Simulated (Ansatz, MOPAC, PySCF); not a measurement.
C6H6OTe, SMILES `O[Te]c1ccccc1` (H–O–Te–C torsion 87°, O–Te–C–C torsion 9°), neutral singlet in the gas phase. In the def2 sets core potentials replace the inner electrons of Te.

Cartesian coordinates (Å):
SMILES: O[Te]c1ccccc1
```xyz
14

O      3.5300     0.2527     0.2243
Te     2.5576    -1.4087    -0.3803
C      0.6010    -0.5577    -0.2069
C      0.4702     0.8139     0.0343
C     -0.8058     1.3746     0.1392
C     -1.9450     0.5764    -0.0021
C     -1.8052    -0.7933    -0.2453
C     -0.5340    -1.3661    -0.3436
H      3.5667     0.2111     1.1923
H      1.3663     1.4305     0.1344
H     -0.9085     2.4464     0.3280
H     -2.9400     1.0200     0.0781
H     -2.6907    -1.4248    -0.3538
H     -0.4406    -2.4415    -0.5214
```
Charge 0, multiplicity 1.

All levels are single points at this geometry (B3LYP-D3(BJ)/def2-SVP); Pople sets use spherical d functions. Orbital energies aren't observables, and empty levels follow the basis.

```csv
level,HOMO (eV),LUMO (eV),gap (eV),dipole (D),"vertical IE, Delta-SCF (eV)"
B3LYP-D3(BJ)/def2-TZVP in Ansatz,-5.77,-2.09,3.68,1.75,7.74
HF/6-31G* (LANL2DZ on Te) in PySCF,-7.90,1.89,9.80,2.43,–
AM1 in MOPAC,-7.12,-0.37,6.75,1.76,–
PM3 in MOPAC,-8.90,-1.40,7.50,2.89,–
PM6 in MOPAC,-8.46,-1.24,7.23,3.64,–
PM7 in MOPAC,-7.67,-0.09,7.58,2.80,–
```

Ansatz is a program for electronic structure.
